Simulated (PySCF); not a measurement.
GaClBr2, SMILES [Br][Ga]([Br])[Cl].

The structure is a stationary point at PBE0-D3(BJ)/def2-SVP. The structure was generated by enumeration; whether it is a known compound was not checked.

Two levels are set side by side: TDA-PBE/def2-SVPD (PySCF) and TDA-ωB97X/def2-SVPD (PySCF). Vertical, same geometry. The lowest singlet is HOMO→LUMO 99 % with PBE and HOMO→LUMO 93 % with the other functional; states are paired by order. Differences are taken from unrounded values.

```csv
quantity,TDA-ωB97X
lowest singlet excitation (eV),5.79
lowest triplet excitation (TDA) (eV),5.35
first bright state (f over 0.05) (eV),6.96
its oscillator strength,0.18
```

**Question.** What does TDA-PBE give, and how far is it from TDA-ωB97X? (An estimate is asked for; the answer gives what the named calculation found.)

**Answer.** 
```json
[
 {"quantity": "lowest singlet excitation (eV)", "TDA-PBE": "4.51", "TDA-PBE minus TDA-ωB97X": "-1.27"},
 {"quantity": "lowest triplet excitation (TDA) (eV)", "TDA-PBE": "4.20", "TDA-PBE minus TDA-ωB97X": "-1.14"},
 {"quantity": "first bright state (f over 0.05) (eV)", "TDA-PBE": "5.72", "TDA-PBE minus TDA-ωB97X": "-1.24"},
 {"quantity": "its oscillator strength", "TDA-PBE": "0.09", "TDA-PBE minus TDA-ωB97X": "-0.09"}
]
```

A lower first singlet is the usual sign of a functional without exact exchange. Differences between two approximate levels are no errors against the true value.

Rough cost on one machine, each run with all the roots and properties that it gave: TDA-ωB97X against TDA-PBE about 6 times.
